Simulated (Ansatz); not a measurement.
Relaxation of C2H10BNO (15 atoms, charge 0, multiplicity 1), to a largest force component of 0.03 eV/Å in at most 50 steps.

Method: RKS PBE0-D4/6-31G* (Ansatz 0.2.0).

```xyz
15
Properties=species:S:1:pos:R:3:forces:R:3
B 0.078 -0.494 -0.427 0.11 -0.68 -0.40
C -0.149 -0.190 2.365 0.01 -0.14 0.38
H -0.516 -0.359 3.384 0.03 0.02 -0.07
H 0.776 0.396 2.407 -0.10 -0.05 -0.01
H -0.903 0.362 1.795 0.07 -0.07 0.07
H 1.028 0.211 -0.249 0.00 0.00 0.00
N -1.124 0.054 -0.909 -0.01 0.00 0.00
H -1.971 -0.468 -1.079 0.02 0.00 0.00
H -1.219 1.042 -1.078 0.00 0.00 0.00
O 0.261 -1.854 -0.214 -0.08 0.57 -0.25
C -0.809 -2.740 -0.427 0.01 0.01 0.01
H -0.440 -3.759 -0.277 0.00 0.00 0.00
H -1.630 -2.561 0.283 0.00 0.00 0.00
H -1.206 -2.665 -1.450 0.00 0.00 0.00
H 0.062 -1.154 1.878 -0.08 0.33 0.29
```

**Question.** Where does it end, and by what steps?

**Answer.** It converged. The force dipped under the threshold on the way, but the program's further checks kept it going. After 16 steps the energy has fallen by 0.170 eV; H6 moved furthest, 0.93 Å.

```json
{"step": "0", "energy less start (eV)": "0.0000", "largest force component (eV/Å)": "0.680", "accepted": "yes"}
{"step": "1", "energy less start (eV)": "-0.1140", "largest force component (eV/Å)": "0.461", "accepted": "yes"}
{"step": "2", "energy less start (eV)": "-0.1442", "largest force component (eV/Å)": "0.379", "accepted": "yes"}
{"step": "3", "energy less start (eV)": "-0.1548", "largest force component (eV/Å)": "0.112", "accepted": "yes"}
{"step": "4", "energy less start (eV)": "-0.1571", "largest force component (eV/Å)": "0.065", "accepted": "yes"}
{"step": "5", "energy less start (eV)": "-0.1592", "largest force component (eV/Å)": "0.083", "accepted": "yes"}
{"step": "6", "energy less start (eV)": "-0.1604", "largest force component (eV/Å)": "0.069", "accepted": "yes"}
{"step": "7", "energy less start (eV)": "-0.1623", "largest force component (eV/Å)": "0.133", "accepted": "yes"}
{"step": "8", "energy less start (eV)": "-0.1638", "largest force component (eV/Å)": "0.119", "accepted": "yes"}
{"step": "9", "energy less start (eV)": "-0.1659", "largest force component (eV/Å)": "0.091", "accepted": "yes"}
{"step": "10", "energy less start (eV)": "-0.1662", "largest force component (eV/Å)": "0.107", "accepted": "yes"}
{"step": "11", "energy less start (eV)": "-0.1674", "largest force component (eV/Å)": "0.103", "accepted": "yes"}
{"step": "12", "energy less start (eV)": "-0.1686", "largest force component (eV/Å)": "0.047", "accepted": "yes"}
{"step": "13", "energy less start (eV)": "-0.1688", "largest force component (eV/Å)": "0.031", "accepted": "yes"}
{"step": "14", "energy less start (eV)": "-0.1692", "largest force component (eV/Å)": "0.013", "accepted": "yes"}
{"step": "15", "energy less start (eV)": "-0.1694", "largest force component (eV/Å)": "0.067", "accepted": "yes"}
{"step": "16", "energy less start (eV)": "-0.1698", "largest force component (eV/Å)": "0.024", "accepted": "yes"}
```

```xyz
15
Properties=species:S:1:pos:R:3
B 0.159 -0.523 -0.955
C -0.213 -0.302 2.636
H -0.856 -0.852 3.329
H 0.402 0.407 3.198
H -0.826 0.242 1.913
H 1.157 0.108 -1.166
N -1.098 0.086 -1.128
H -1.986 -0.366 -0.976
H -1.178 1.044 -1.429
O 0.324 -1.821 -0.557
C -0.798 -2.627 -0.296
H -0.444 -3.627 -0.031
H -1.390 -2.236 0.544
H -1.450 -2.714 -1.177
H 0.435 -0.998 2.098
```

The run took 48 s on 2 threads of Arm Neoverse V2, with other jobs on the host, peak memory 0.2 GiB.
